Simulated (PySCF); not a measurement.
**How methods differ on the ionisation energy of Ni¹⁷⁺**

Ni¹⁷⁺ [Ne] 3s1 (2S) → Ni¹⁸⁺ [Ne] (1S), as a difference of total energies. Computed with PySCF 2.14 in an uncontracted even-tempered set (16 s from 1.4 bohr⁻², ratio 2.5; 11 p from 1.8 bohr⁻², ratio 2.5; 5 d from 7.1 bohr⁻², ratio 2.7; 4 f from 11 bohr⁻², ratio 2.7), with the non-relativistic Hamiltonian (point nucleus). Correlated levels: outer shells: 1s2 frozen; virtual orbitals above 40 to 60 times the deepest correlated orbital energy dropped. The calculations carry no spin-orbit coupling.

| method | ionisation energy (eV) | difference from reference (eV) |
| --- | --- | --- |
| UHF | 600.86 | -6.16 |
| MP2 (outer shells) | 601.46 | -5.56 |
| SCS-MP2 (outer shells) | 601.35 | -5.67 |
| CCSD (outer shells) | 601.46 | -5.56 |
| CCSD(T) (outer shells) | 601.46 | -5.56 |

Reference: 607.02 eV (semi-empirical (NIST evaluation); NIST Atomic Spectra Database, ionization energies).

These non-relativistic numbers lack the scalar-relativistic shift.
